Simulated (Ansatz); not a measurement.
Calculated with Ansatz (gas phase, PBE0-D4/def2-TZVP geometries, no zero-point term in ΔE). CCSD(T)/CBS adds triple-zeta CCSD(T) − MP2 to the extrapolated MP2 energy (def2 sets, frozen cores). This one scheme is used for every species, atoms too. Functionals use def2-TZVPP. No spin–orbit coupling; open shells (•) take unrestricted orbitals. Spin–orbit coupling would lower the free atoms: a little for Cl. Each species was taken in one conformer, which may not be the lowest.

Reaction (hydrogen abstraction from the Si–H bond): `CC[SiH2]N` + Cl• → `CC[SiH]N`• + HCl

```tsv
level	ΔE (eV)
r2SCANh-D4	-0.60
HF/CBS(def2)	0.02
```

**Question.** What does CCSD(T)/CBS give? (Best estimate.)

**Answer.** Computed: -0.46 eV. The listed levels differ from it by -0.14, 0.48 eV.

Largest T1 diagnostic among the species: 0.013.

In def2-TZVPP, CCSD(T) changes the Hartree–Fock value by −0.43 eV (the triples alone add −0.07 eV) and MP2 by −0.54 eV. Leaving LDA and LC-ωPBE aside and taking each functional with its dispersion term where it has one, the values, not all of them listed here, spread over 0.46 eV, from PBE-D4 to BHLYP-D4. LDA lies −0.21 eV from PBE without D4.

CCSD(T)/CBS has its own doubt, a few kJ/mol and more with outer-core shells, so smaller differences from it don't rank the levels.
